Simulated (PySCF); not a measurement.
The multiplicity is imposed and other spin states were not computed.

B3LYP has the VWN-RPA correlation part, as in Gaussian. 

Cartesian coordinates (Å):
```xyz
12

Zn     0.1598    -0.0006     0.0131
O     -0.2221     0.6994    -1.5813
H      0.2847     0.2648    -2.2918
N      0.3470    -0.5101     1.7516
C      1.4955    -0.1016     2.5274
C     -0.2727    -1.7179     2.2462
H      1.2148     0.0802     3.5958
H      2.3258    -0.8577     2.5504
H      1.9262     0.8471     2.1441
H      0.4037    -2.6145     2.2440
H     -0.6119    -1.5907     3.3056
H     -1.1722    -1.9839     1.6523
```
Charge 0, multiplicity 1.

Task: What is the computed LUMO, HOMO–LUMO gap, charge on the central atom (meta-Löwdin), charge on the central atom (Mulliken) and dipole moment (B3LYP-D3(BJ)/def2-TZVP // PBE-D3(BJ)/def2-SVP (PySCF 2.14.0))?

Result: 
* **LUMO**: -1.10 eV
* **HOMO–LUMO gap**: 4.66 eV
* **charge on the central atom (meta-Löwdin)**: 1.19 e
* **charge on the central atom (Mulliken)**: 0.40 e
* **dipole moment**: 1.97 D
